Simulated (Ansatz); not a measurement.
Two isomers of C2H6AlBO: A = `C=[C]([AlH2])BO`, B = `[AlH2][O]B1CC1`.

Isolated molecules relaxed with PBE0-D4/def2-TZVP in Ansatz; ΔE leaves out vibrations. CCSD(T)/CBS is the MP2 limit (def2-TZVPP, def2-QZVPP) plus CCSD(T) − MP2 in def2-TZVPP, frozen cores. DFT in def2-TZVPP. B3LYP here is the variant with VWN-RPA as its local correlation; programs differ in this. Each species was taken in one conformer, which may not be the lowest.

A:

```xyz
11

C    -0.1606   -1.4777   -0.0328
C     0.0512   -0.1590    0.1272
Al    1.1671    0.3288    1.6424
B    -0.6538    0.8402   -0.8272
O    -0.7997    0.5104   -2.1373
H     0.2837   -2.2305    0.6189
H    -0.8033   -1.8724   -0.8212
H     1.4376    1.8404    2.0494
H     1.8177   -0.8649    2.4673
H    -1.0771    1.9026   -0.4437
H    -1.2628    1.1821   -2.6430
```

B:

```xyz
11

Al    1.128    0.668   -2.454
O     0.444    0.261   -0.969
B    -0.092   -0.055    0.199
C     0.029   -0.768    1.540
C    -1.271    0.033    1.161
H     0.872   -0.319   -3.656
H     1.966    2.001   -2.517
H     0.632   -0.355    2.345
H    -0.075   -1.847    1.614
H    -2.171   -0.555    1.004
H    -1.462    0.938    1.732
```

(1) Which isomer does CCSD(T)/CBS put lower? Give the gap. (Best estimate.)

(2) Give E(B) − E(A) in kcal/mol with ωB97M-V, MP2/def2-TZVPP, B2PLYP, CCSD(T)/def2-TZVPP, PBE-D4, B3LYP-D4, CCSD/def2-TZVPP. (Estimate.)

Largest T1 diagnostic: 0.013.

Results:

(1) Ansatz gave: B, by 18.1 kcal/mol.

(2) Computed: ωB97M-V -20.3, MP2/def2-TZVPP -19.7, B2PLYP -19.4, CCSD(T)/def2-TZVPP -17.3, PBE-D4 -20.1, B3LYP-D4 -18.8, CCSD/def2-TZVPP -18.5. None reverses the order clearly.

From PBE to PBE0 (25 % exact exchange), in def2-TZVPP and without D4, E(B) − E(A) moves by −1.3 kcal/mol. The D4 term adds +1.0 kcal/mol with B3LYP and +0.5 kcal/mol with PBE0; it sums over pairs of atoms, weighted by their polarisabilities, and B3LYP, whose exchange is more repulsive, gets the larger term.
